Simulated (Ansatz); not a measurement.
This geometry of ClFH₄O₄Ta (11 atoms, charge 0, multiplicity 2) is a first-order saddle point.

Computed with UKS PBE/def2-SVP in Ansatz 0.2.0.

```xyz
11
Properties=species:S:1:pos:R:3
Ta -0.293 0.034 -0.059
F 1.600 0.638 -0.311
O 0.269 0.006 1.785
H 1.190 -0.106 2.098
O -0.200 -0.071 -1.969
H 0.514 -0.094 -2.628
O -1.637 1.376 0.097
H -1.996 1.692 0.946
O -1.108 -1.698 0.100
H -1.142 -2.149 0.963
Cl 2.912 -1.155 0.636
```

**Question.** Which two structures does it join? (They come from a converged band through this point; their orientation in space is the band's.)

**Answer.** Bonds broken: Ta1–Cl11. ClFH4O4Ta becomes Cl + FH4O4Ta.

First end point:

```xyz
11
Properties=species:S:1:pos:R:3
Ta -0.169 -0.052 -0.007
F 1.623 0.940 -0.009
O 0.198 -0.088 1.897
H 1.010 0.121 2.388
O 0.058 -0.061 -1.903
H 0.775 0.002 -2.555
O -1.499 1.319 0.058
H -1.900 1.615 0.896
O -1.129 -1.707 0.099
H -1.180 -2.282 0.882
Cl 2.323 -1.336 -0.086
```

Last end point:

```xyz
11
Properties=species:S:1:pos:R:3
Ta -0.349 -0.129 -0.119
F 1.627 -0.055 -0.442
O 0.267 -0.237 1.690
H 1.216 -0.233 1.979
O -0.286 0.015 -2.036
H 0.430 0.084 -2.691
O -1.477 1.389 0.167
H -1.662 1.749 1.053
O -1.381 -1.738 -0.060
H -1.544 -2.230 0.766
Cl 3.267 -0.143 1.352
```

**Question.** How far does it lie above each of them?

**Answer.** 0.123 eV above the first and 0.079 eV above the second. This is the barrier of this one path; another mechanism may lie lower.

Run time: 8.3 min on 4 threads of Arm Neoverse V1 (shared host), peak memory 0.41 GiB.
